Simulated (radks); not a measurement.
Values are calculated unless marked as measured or tabulated.
Fractional charge and spin in the 5p shell of tantalum: the spin-up occupation runs from 2 to 3 and the spin-down occupation from 2 to 3; the fullest corner is Ta2+, [Kr] 4d10 4f14 5s2 5d(up 1.5, down 1.5) 5p(up 3, down 3). Code: a radial shooting solver on a logarithmic mesh with Libxc functionals. Model: scalar-relativistic Kohn-Sham, BLYP, spin-polarised, spherical densities, finite nucleus; Fermi nuclear charge, rms radius of each element as measured or else 0.836 A^(1/3) + 0.57 fm. Energy (eV) minus the two flat planes that join the four corners (they meet along the diagonal where the two added fractions sum to one electron); zero is where a piecewise linear energy would lie.

| down \ up | 2 | 2.25 | 2.5 | 2.75 | 3 |
|---|---|---|---|---|---|
| 2 | 0.000 | -1.414 | -1.877 | -1.401 | 0.000 |
| 2.25 | -1.414 | -1.819 | -1.287 | 0.169 | -1.310 |
| 2.5 | -1.877 | -1.287 | 0.225 | -1.199 | -1.735 |
| 2.75 | -1.401 | 0.169 | -1.199 | -1.680 | -1.291 |
| 3 | 0.000 | -1.310 | -1.735 | -1.291 | 0.000 |

Corners above the fullest one (they belong to Ta3+ and the next ion): (up 3, down 2) 61.623 eV, (up 2, down 3) 61.623 eV, (up 2, down 2) 138.61 eV. With half an added electron in each spin the energy lies 0.225 eV from the planes, and with half an added electron in spin up alone -1.877 eV. The planes are only a guide here: the flat-plane condition holds for ground states with one frontier orbital, while this shell lies below other occupied shells, so the corners above the fullest one are inner-hole states and not the ground states of those ions.
